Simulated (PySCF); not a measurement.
Delta-SCF ions had no search for a lower state. Excitations are Tamm–Dancoff values on a coarser integration grid. The basis has no diffuse functions, so Rydberg states are missing or too high.

Cartesian coordinates (Å):
```xyz
6

Cl    -1.6737     1.5893    -0.0894
Si    -0.6783    -0.1111     0.0859
Cl     1.4976     0.6530    -0.2598
H     -0.5284    -0.6372     1.4397
H     -0.7809    -1.0400    -1.0359
H      2.1637    -0.4541    -0.1404
```
Charge +1, spin multiplicity 1.

What is the computed S1 excitation (TDA), total energy, adiabatic ionisation energy (no zero-point term), T1 excitation (TDA) and vertical ionisation energy (Delta-SCF) (PBE-D3(BJ)/def2-TZVP // CAM-B3LYP-D3(BJ)/def2-TZVP in PySCF)?


- S1 excitation (TDA): 5.64 eV
- total energy: -32951.69 eV
- adiabatic ionisation energy (no zero-point term): 16.60 eV
- T1 excitation (TDA): 5.43 eV
- vertical ionisation energy (Delta-SCF): 16.72 eV
